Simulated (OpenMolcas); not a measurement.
## 3d3 along the 21-electron sequence

```
Program             : OpenMolcas
Method              : SS-RASPT2, IPEA 0.25 Eh, imaginary shift 0.1 Eh
Basis               : ANO-R2
Scalar Hamiltonian  : X2C, finite nucleus
Spin-orbit coupling : state interaction with AMFI integrals over the reference wave functions, term energies averaged over their components
```

Active space for each ion: 9 electrons in 8 orbitals (RAS1 3p, at most 2 holes; RAS2 3d); closed shells correlated by CASPT2: 3s.

Computed levels in cm-1 above 4F 3/2:

```csv
Level,V2+,Cr3+,Mn4+,Fe5+,Ni7+
4F 5/2,161,261,379,528,977
4F 7/2,381,616,892,1237,2270
4F 9/2,656,1058,1525,2100,3810
4P 1/2,12020,14780,17090,19420,24290
2G 7/2,12050,15800,18340,21110,26900
4P 3/2,12090,14890,17230,19600,24540
4P 5/2,12280,15200,17700,20260,25840
2G 9/2,12290,16180,18870,21830,28120
2P 1/2,15500,20340,23560,27030,34320
weight of 4F in the lowest level (%),100,100,100,100,100
```

Measured, with the error of the calculation in %. Measured levels: V2+ from Sugar and Corliss, J. Phys. Chem. Ref. Data 7, 1191 (1978); Cr3+ from Sugar and Corliss, J. Phys. Chem. Ref. Data 6, 317 (1977); Mn4+ from Corliss and Sugar, J. Phys. Chem. Ref. Data 6, 1253 (1977); Fe5+ from Corliss and Sugar, J. Phys. Chem. Ref. Data 11, 135 (1982); Ni7+ from Corliss and Sugar, J. Phys. Chem. Ref. Data 10, 197 (1981).

```json
{"Level": "4F 5/2", "V2+": "146 (+10.3)", "Cr3+": "236 (+10.6)", "Mn4+": "359 (+5.6)", "Fe5+": "511 (+3.2)", "Ni7+": "1012 (-3.5)"}
{"Level": "4F 7/2", "V2+": "342 (+11.4)", "Cr3+": "556 (+10.9)", "Mn4+": "835 (+6.9)", "Fe5+": "1188 (+4.1)", "Ni7+": "2184 (+3.8)"}
{"Level": "4F 9/2", "V2+": "584 (+12.3)", "Cr3+": "946 (+11.9)", "Mn4+": "1412 (+8.0)", "Fe5+": "2001 (+5.2)", "Ni7+": "3721 (+2.3)"}
{"Level": "4P 1/2", "V2+": "11514 (+4.4)", "Cr3+": "14059 (+5.1)", "Mn4+": "16434 (+4.0)", "Fe5+": "18738 (+3.6)", "Ni7+": "23261 (+4.4)"}
{"Level": "2G 7/2", "V2+": "11966 (+0.7)", "Cr3+": "15052 (+5.0)", "Mn4+": "17892 (+2.5)", "Fe5+": "20616 (+2.4)", "Ni7+": ""}
{"Level": "4P 3/2", "V2+": "11592 (+4.3)", "Cr3+": "14177 (+5.1)", "Mn4+": "16595 (+3.9)", "Fe5+": "18942 (+3.5)", "Ni7+": "23710 (+3.5)"}
{"Level": "4P 5/2", "V2+": "11770 (+4.4)", "Cr3+": "14471 (+5.0)", "Mn4+": "17049 (+3.8)", "Fe5+": "19611 (+3.3)", "Ni7+": "24669 (+4.7)"}
{"Level": "2G 9/2", "V2+": "12187 (+0.8)", "Cr3+": "15402 (+5.0)", "Mn4+": "18399 (+2.6)", "Fe5+": "21315 (+2.4)", "Ni7+": ""}
{"Level": "2P 1/2", "V2+": "15580 (-0.5)", "Cr3+": "19519 (+4.2)", "Mn4+": "23082 (+2.1)", "Fe5+": "26496 (+2.0)", "Ni7+": ""}
```

The fine-structure level 4F 9/2 changes by a factor of 5.81 from V2+ to Ni7+. Its fourth root runs 5.06, 5.70, 6.25, 6.77, 7.86, with steps per unit of Z of 0.64, 0.55, 0.52, 0.54; equal steps would mean a (Z - σ)^4 law with constant σ.

4P 1/2 changes by a factor of 2.02 over the same range, with steps per unit of Z of +2760, +2310, +2330, +2440 cm-1.

CASPT2 does not keep the components of a term degenerate, so their means are used; among the terms shown or strongly mixed into the levels shown the widest spread is 430 cm-1 (3d3 4F, Fe5+). Active for correlation alone: 3p; no level in the range computed is led by a configuration that opens it, so any true level of that kind is missing. Measured partners are found by configuration, term and J. A level has none where our copy of the source lacks it or the pairing is in doubt (some pairs that miss far off the trend of their configuration count as doubtful), and it then counts in no deviation. Levels of configurations outside the active space are missing.
